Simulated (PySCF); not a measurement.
## 3-hydroxybenzyl alcohol (C1(O)=CC(CO)=CC=C1, C7H8O2)

Geometry (Å), atoms numbered from 1 in this order:
```xyz
17

O    -3.090    0.313    0.126
C    -2.142   -0.601   -0.343
C    -0.713   -0.151   -0.156
C    -0.405    1.213   -0.112
C     0.919    1.619    0.036
C     1.943    0.681    0.138
C     1.639   -0.684    0.094
O     2.584   -1.642    0.195
C     0.310   -1.093   -0.048
H    -2.906    0.474    1.058
H    -2.268   -1.605    0.111
H    -2.344   -0.725   -1.420
H    -1.211    1.943   -0.197
H     1.163    2.684    0.071
H     2.982    1.004    0.256
H     3.447   -1.227    0.289
H     0.096   -2.164   -0.067
```

Method: quadratic response CAM-B3LYP/aug-cc-pVDZ first hyperpolarisability, Taylor convention, gas phase in PySCF 2.14.0. Geometry: PBE0-D3(BJ)/def2-SVP.

Question: Give the tensor of the second harmonic β(−2ω;ω,ω) at 1907 nm in the axes of these coordinates.

Answer: In au, Taylor convention; rows are the first index (the induced dipole):
|  | xx | yy | zz | xy | xz | yz |
| --- | --- | --- | --- | --- | --- | --- |
| x | -2.4 | +62.8 | +10.4 | -93.2 | -11.0 | -4.2 |
| y | -92.5 | -31.1 | -37.7 | +63.4 | -4.3 | +7.3 |
| z | -10.9 | +7.0 | -10.1 | -4.3 | +9.9 | -37.3 |

Norm of βᵢ = ⅓ Σⱼ (βᵢⱼⱼ + βⱼᵢⱼ + βⱼⱼᵢ): 176.9 au, hyper-Rayleigh value 81.2 au.
